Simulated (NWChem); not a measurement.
A calculation on Cl2Pb

```xyz
3

Pb     0.0000     0.0000    -0.4658
Cl     1.9363     0.0000     1.1233
Cl    -1.9363     0.0000     1.1233
```
Charge 0, spin multiplicity 1.

Program: NWChem. All single points use one geometry, from B3LYP/def2-SVP with def2 effective core potentials on Pb, a minimum by its harmonic frequencies.

Symmetry labels belong to the abelian group C2v used in the runs, with the axes of the coordinates shown; states degenerate in a higher group split over its labels.

Effective core potentials replace the inner electrons of Pb; spin-orbit coupling is left out. The correlated methods keep 14 core orbitals frozen. The structure started from a generated list of species.

List the 4 singlet excitations that EOM-CCSD/def2-SVPD with def2 effective core potentials on Pb, 14 core orbitals frozen gives, with oscillator strengths.


```
state  symmetry  energy (eV)  wavelength (nm)      f
-----  --------  -----------  ---------------  -----
1            b2         4.07              305  0.018
2            a2         4.57              271  0.000
3            b1         4.92              252  0.033
4            a1         5.32              233  0.005
```
These are the lowest roots of each symmetry, so higher states are missing between them.
